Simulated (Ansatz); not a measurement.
Job for Ansatz (a program for electronic structure): U-B97M-V/def2-TZVPP on LiO-, 2S+1 = 3, a spin state set in the input, which need not be the lowest, a point of a bond scan (R = 1.763 Å). Charge -1.

Ansatz 0.2 input:
```yaml
crystal:
  periodic: [false, false, false]
  atoms:
    - {symbol: Li, position_ang: [0.00000000, 0.00000000, 0.00000000]}
    - {symbol: O, position_ang: [0.00000000, 0.00000000, 1.76288300]}
basis:
  gaussian:
    orbitals: def2-TZVPP
    pivot_positions_ang: [[0.00000000, 0.00000000, 0.00000000], [0.00000000, 0.00000000, 1.76288300]]
hamiltonian:
  xc: {name: B97M-V}
total_charge: -1
magnetization: {spin_polarized: true, initial_magnetization: 2}
output: {forces: true, orbitals: {seedname: ./end}}
```

The log:

```
WARN ansatz: RAYON_NUM_THREADS=2 ignored (pool sized by the plan → 2); use --threads N
Functional definition: B97M-V
integrals: 0.02 GiB planned
296 factors; their error is unknown
mean field: 0.18 GiB planned
mean field evaluation 1: about -2206.1784 eV, gradient 8.0e1 eV
mean field evaluation 2: about -2201.0173 eV, gradient 1.1e2 eV
mean field evaluation 4: about -2250.1054 eV, gradient 5.2e0 eV
mean field evaluation 8: about -2250.1054 eV, gradient 5.2e0 eV
mean field evaluation 16: about -2250.5628 eV, gradient 3.4e0 eV
mean field evaluation 32: about -2250.6589 eV, gradient 8.7e-2 eV
mean field -2250.65863136 eV, -82.7101791514 hartree, gradient 9.8e-6 eV, S^2 2.004046; 2 other end points of the search recorded, 0 dependent functions left out
the calculation of the forces begins
reference -2250.65868408 eV, -82.7101810889 hartree; 7, 5 occupied and 43, 45 virtual orbitals, 296 factors
Total energy: -2250.65868408 eV, -82.7101810889 hartree
Atom 0 at     0.000000     0.000000     0.000000 Å, force    -0.000000     0.000000     0.140829 eV/Å
Atom 1 at     0.000000     0.000000     1.762883 Å, force    -0.000000    -0.000000    -0.140829 eV/Å
Dipole moment:    -0.000000    -0.000000     0.625155 e Å
```

The calculation finished and met its thresholds.

Cost: around 8 core-seconds (rough).
